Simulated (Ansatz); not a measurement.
Consider the ligand exchange at the Si–O bond: `[NH2][Zn][O][SiH3]` + `OC1=CC1` → `[SiH3]OC1=CC1` + `[NH2][Zn][OH]`.

Gas-phase electronic energies from Ansatz, PBE0-D4/def2-TZVP geometries. CCSD(T)/CBS adds triple-zeta CCSD(T) − MP2 to the extrapolated MP2 energy (def2 sets, frozen cores). DFT in def2-TZVPP. For Zn outer-core shells are correlated without core-valence functions, which leaves a few kJ/mol of doubt a bond. Scalar relativity is left out up to krypton. One conformer a species, not always the lowest.

(1) Is it downhill or uphill in electronic energy at CCSD(T)/CBS, and by how much? (Estimate.)

(2) What do these levels give: PBE0-D4, PBE, PBE0, MP2/def2-QZVPP, HF/CBS(def2), MP2/CBS(def2)? (An estimate is asked.)

Largest T1 diagnostic among the species: 0.017.

Results:

(1) Ansatz gave: Uphill: ΔE = +26.0 kJ/mol.

(2) The calculation gave: PBE0-D4 27.4, PBE 24.3, PBE0 29.3, MP2/def2-QZVPP 24.4, HF/CBS(def2) 39.2, MP2/CBS(def2) 23.8 kJ/mol.

In def2-TZVPP, CCSD(T) changes the Hartree–Fock value by −11.7 kJ/mol (the triples alone add −1.9 kJ/mol) and MP2 by −14.0 kJ/mol. The D4 term adds −3.2 kJ/mol with B3LYP and −1.9 kJ/mol with PBE0; it sums over pairs of atoms, weighted by their polarisabilities, and B3LYP, whose exchange is more repulsive, gets the larger term. From PBE to PBE0 (25 % exact exchange), in def2-TZVPP and without D4, ΔE moves by +5.0 kJ/mol.

B3LYP here is the variant with VWN-RPA as its local correlation; programs differ in this.
